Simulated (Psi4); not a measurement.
# Nuclear repulsion and electron count by hand

System: CHF (SMILES [CH]F), singlet, at a GFN2-xTB geometry. Level: B3LYP/6-31G (Psi4 1.11). Sums are taken with unrounded values, so a last digit can differ.

Coordinates (Å):

```
atom         x         y         z
----  --------  --------  --------
C1    -0.56553   0.43685  -0.01538
F2     0.53215  -0.25729   0.01556
H3    -1.39622  -0.30544  -0.04770
```

Q: Work out the nuclear repulsion energy and the numbers of alpha and beta electrons.

A: In atomic units each pair adds Z_i Z_j / r_ij, with r in bohr (1 bohr = 0.529177 Å).
| pair | r (Å) | r (bohr) | Z_i Z_j | term (Eh) |
|---|---|---|---|---|
| C1-F2 | 1.2991 | 2.4550 | 54 | 21.9962 |
| C1-H3 | 1.1145 | 2.1061 | 6 | 2.8489 |
| F2-H3 | 1.9300 | 3.6472 | 9 | 2.4676 |
The sum is 27.3128 Eh; Psi4 gives 27.3128 Eh. The atomic numbers add up to 16, so at charge +0 there are 16 electrons; multiplicity 1 means 0 unpaired, so 8 alpha and 8 beta.
